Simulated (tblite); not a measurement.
C$_{2}$HO, charge -1, singlet, geometry from GFN2-xTB; GFN1-xTB (tblite).

The tblite input:
```
$ tblite run mol.xyz --method gfn1 --charge -1 --spin 0 --efield 0,0,0.1 --json tblite.json --no-restart

# file mol.xyz
4

C      0.01788210    -0.12688834    -1.22755692
C      0.01203885    -0.07902655    -0.00461356
H      0.10093196    -0.67882411    -2.12908504
O     -0.03505720     0.23928919     1.19026348
```

Q: Predict the main parts of the log of this tblite run.

A: 
```
xTB calculator
 | screened Coulomb repulsion
 | Coulomb electrostatics
 |  * isotropic Klopman-Ohno-Mataga-Nishimoto electrostatics
 |  * onsite third-order electrostatics
 | DFT-D3(BJ) dispersion correction
 | Interactions (1)
 | [1] electric field

halogen bonding energy    0.0000000000000E+00 Eh
repulsion energy          1.4594981267157E-01 Eh
dispersion energy        -6.1582466937143E-04 Eh
interaction energy        0.0000000000000E+00 Eh
number of electrons       1.6000000000000E+01 e
integral cutoff           1.9731147476801E+01 bohr

------------------------------------------------------------
  cycle        total energy    energy error   density error
------------------------------------------------------------
      1     -9.505431115758  -9.6507651E+00   5.8410043E-01
      2     -9.620681995877  -1.1525088E-01   3.1749605E-01
      3     -9.620779417182  -9.7421305E-05   1.0593043E-01
      4     -9.623301482067  -2.5220649E-03   3.9797153E-02
      5     -9.624886223075  -1.5847410E-03   1.9224421E-03
      6     -9.624886909117  -6.8604229E-07   1.2954942E-03
      7     -9.624886972817  -6.3699737E-08   7.6549101E-04
      8     -9.624887894797  -9.2197994E-07   4.7611459E-05
      9     -9.624887897655  -2.8580711E-09   2.2819764E-05
     10     -9.624887898414  -7.5949025E-10   4.2691724E-08
------------------------------------------------------------

electronic energy        -9.7702218864166E+00 Eh
total energy             -9.6248878984145E+00 Eh

Post processing:
 | Mayer-Wiberg bond orders

[Info] JSON dump of results written to 'tblite.json'
```
